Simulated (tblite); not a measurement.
C2H8NSSi (doublet state).
SMILES with atom numbers: `[CH3:1][C@H:2]([S:3])[SiH2:4][NH2:5]` (hydrogens: H6, H7, H8 on C1; H9 on C2; H10, H11 on Si4; H12, H13 on N5)

A start from a force field or distance geometry was refined with tblite, GFN2-xTB geometry optimisation, gas phase. Values at the start:

```
  coordinate    start
       C1–C2  1.531 Å
       C1–H6  1.091 Å
       C2–S3  1.789 Å
      C2–Si4  1.877 Å
       C2–H9  1.095 Å
      Si4–N5  1.799 Å
     Si4–H10  1.455 Å
     Si4–H11  1.454 Å
      N5–H12  1.044 Å
    C1–C2–S3   105.4°
   C1–C2–Si4   109.5°
   C2–Si4–N5   105.8°
   S3–C2–Si4   105.3°
C1–C2–Si4–N5      49°
```

Problem. How do these coordinates change at the GFN2-xTB level?

Solution. 
| coordinate | GFN2-xTB (Å or °) | change |
| --- | --- | --- |
| Si4–N5 | 1.714 | -0.085 |
| C2–Si4 | 1.935 | +0.058 |
| N5–H12 | 1.006 | -0.038 |
| C1–C2 | 1.515 | -0.016 |
| C2–S3 | 1.776 | -0.013 |
| Si4–H11 | 1.466 | +0.012 |
| Si4–H10 | 1.463 | +0.008 |
| C2–H9 | 1.091 | -0.004 |
| C1–H6 | 1.090 | -0.001 |
| C1–C2–S3 | 113.1 | +7.7 |
| C1–C2–Si4 | 112.5 | +3.0 |
| C2–Si4–N5 | 104.3 | -1.5 |
| S3–C2–Si4 | 104.8 | -0.5 |
| C1–C2–Si4–N5 | 60 | +11 |

The energy falls by 9.0 kcal/mol over 89 L-BFGS steps, the largest force on an atom goes from 1.93 to 0.009 eV/Å, and the atoms move by 0.315 Å rms after alignment. The bond that changes most is Si4–N5 (ends: silicon bonded to C, N and 2 H; nitrogen bonded to Si and 2 H), which shortens by 0.085 Å. Bonds longer at the end by more than 0.005 Å: 3 of 12; shorter: 6. Among the dihedrals that turn most is H10–Si4–N5–H13, from -145° to 159°. Rotational constants go from 4100, 2205, 1943 to 3976, 2248, 1883 MHz.

Its GFN2-xTB frequencies are all real (lowest 73 cm⁻¹). 3 starts were optimised and ended at 0.00, 1.30 and 1.37 kcal/mol (GFN2-xTB); the lowest of these is shown.

One conformer stands for the species.

All values are computed, not measured.
